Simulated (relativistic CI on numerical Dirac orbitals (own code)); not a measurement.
**One change at a time: Ta LVIII**

Base calculation: Dirac-Coulomb-Breit CI, KLI orbitals optimised for each configuration, model QED, unscaled Slater integrals.

CI space (outside the closed core [Ne]): 3s2.3p4, 3s2.3p3.3d, 3s.3p5, 3p6, 3s.3p4.3d, 3s.3p3.3d2, 3p5.3d, 3s2.3p2.3d.4p, 3s.3p3.3d.4s, 3p5.4s, 3s2.3p3.4s, 3p5.4p, 3s2.3p2.3d2, 3s2.3p.3d3, 3s.3p2.3d3, 3s2.3p.3d2.4s, 3p4.3d2, 3p3.3d3, 3p3.3d2.4s, 3s2.3p2.3d.4s, 3s.3p2.3d2.4s, 3s2.3p.3d.4s2. Double excitations out of closed p, d and f shells are left out; levels of such configurations are missing from the list, as are those of other unlisted configurations, and high levels can miss mixing partners.

Variants: (1) QED terms removed. Shifts of the energy above 3s2.3p4 3P_2, in eV, for the lowest level and the first level of each name with at least 55 % of one term (blank where a level changes its place among those of its configuration and J or its character, or is not in the variant):

```tsv
Level	Base	Δ(1)
3s2.3p4 3P_2	0.000	0.000
3s2.3p4 1S_0	19.604	+0.003
3s2.3p3.3d 3P°_0	239.295	+0.840
3s2.3p4 3P_1	324.902	-0.335
3s2.3p4 1D_2	334.532	-0.332
3s2.3p2.3d2 3P_0	496.200	+1.653
3s.3p5 3P°_2	505.082	+3.488
3s2.3p3.3d 3G°_5	637.452	+0.296
3s2.3p4 3P_0	666.673	-0.616
3s.3p4.3d 3P_0	758.942	+4.165
3s.3p4.3d 5F_5	796.791	+4.480
```

At this charge energies of transitions that change n are usually good to better than 1 %, and those within a shell (Δn = 0) to a few per cent.

Ionisation energy from the two ground configurations alone: base 5784.92 eV. The NIST ASD value (theoretical) is 5785 eV.

LS names give the leading component of a level, which can be under half, so a name can repeat, a term be missing and a line seem to break the LS rules.
